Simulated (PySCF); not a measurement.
MNOH across group 14

Level: PBE0, basis family def2-TZVP, scalar-relativistic core potentials from Rb on and no relativity for lighter atoms.

Each entry is the lowest minimum that a search over a few typed start shapes (and spin states, where more than one is plausible) found, or that minimum re-optimised at the stated level; isomers with ligand–ligand bonds, or fragments after loss of a ligand pair, can lie lower. Open shells are unrestricted; no spin–orbit coupling; PySCF with density fitting.

```csv
molecule,2S+1,point group,mean bond to the central atom (Å),distinct angles (°),lowest ω (cm⁻¹),highest ω (cm⁻¹),atomisation (kJ/mol)
CN(OH),1,Cs,1.221,111/177,470,3800,1712
SiN(OH),1,Cs,1.587,121/179,141,3878,1217
GeN(OH),1,Cs,1.692,113/175,120,3841,1048
SnN(OH),1,Cs,1.883,113/174,93,3853,901
PbN(OH),1,Cs,1.961,110/174,99,3843,808
```

Spin–orbit coupling can matter for PbN(OH).

Left out of the table are members whose search was unfinished or whose lowest solution was spin-contaminated, unstable, very soft or bonded differently.
